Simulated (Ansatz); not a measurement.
Reaction (isomerisation): `C1CO[SiH2]C1` → `C=CCO[SiH3]`

Computed with Ansatz on PBE0-D4/def2-TZVP structures; ΔE is electronic, products minus reactants. CBS: MP2 limit from def2 TZ/QZ plus the TZ coupled-cluster correction, frozen cores. Functionals use def2-TZVPP. Each species was taken in one conformer, which may not be the lowest.

CCSD(T)/CBS gives +108.0 kJ/mol.

(1) Another level gave +124.0 kJ/mol. Which?
A. r2SCANh/def2-TZVPP
B. PBE0-D4/def2-TZVPP
C. PBE/def2-TZVPP
D. CAM-B3LYP/def2-TZVPP

(2) What do rigid-rotor, harmonic-oscillator terms from PBE0-D4/def2-TZVP frequencies (298.15 K, 1 bar) make of the CCSD(T)/CBS value? (Estimate.)

Largest T1 diagnostic among the species: 0.011.

## Answers

(1) B. PBE0-D4 124.0, PBE 110.0, CAM-B3LYP 100.3, r2SCANh 117.0 kJ/mol.

(2) Ansatz gave: ΔZPE = -14.3 kJ/mol, ΔH = +98.2 kJ/mol, ΔS = 44 J/(mol·K), ΔG = +85.1 kJ/mol. Modes under 50 cm⁻¹ make the entropy rough.

From BLYP to BHLYP (50 % exact exchange), in def2-TZVPP and without D4, ΔE moves by +22.1 kJ/mol. The D4 term adds +6.8 kJ/mol with B3LYP and +3.2 kJ/mol with PBE0; it sums over pairs of atoms, weighted by their polarisabilities, and B3LYP, whose exchange is more repulsive, gets the larger term. In def2-TZVPP, CCSD(T) changes the Hartree–Fock value by +24.4 kJ/mol (the triples alone add +0.5 kJ/mol) and MP2 by +35.3 kJ/mol.

CCSD(T)/CBS has its own doubt, a few kJ/mol and more with outer-core shells, so smaller differences from it don't rank the levels.

B3LYP here is the variant with VWN-RPA as its local correlation; programs differ in this.
